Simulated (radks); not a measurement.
Ionisation of the chlorine ion Cl11+, [He] 2s2 2p2, to [He] 2s2 2p1 as the strength of local exchange is varied. All-electron calculation, scalar-relativistic Kohn-Sham, Slater X-alpha exchange (alpha = 2/3 is LDA exchange), no correlation, spin-unpolarised, spherical densities, point nucleus. Program: a radial shooting solver on a logarithmic mesh with Libxc functionals.

alpha,E(Cl11+) (hartree),exchange (hartree),IE (eV),-e of the level emptied (eV),<r> of it (bohr)
0.667,-380.41711,-15.22195,585.25,553.33 (2p),0.3525
0.743,-382.15465,-17.00447,590.83,558.98 (2p),0.3509
0.789,-383.20870,-18.08815,594.23,562.42 (2p),0.3500
0.957,-387.07362,-22.07655,606.71,575.06 (2p),0.3466
1.044,-389.08455,-24.16088,613.23,581.67 (2p),0.3449

NIST Atomic Spectra Database: 591.6 eV (semi-empirical). The Delta-SCF value meets it near alpha = 0.75. Spin polarisation and multiplet splitting are left out, so open shells lie too high by an amount that depends on their filling.

Beside tabulated values, note that spin-unpolarised runs miss the spin-polarisation part of the exchange energy of open shells.
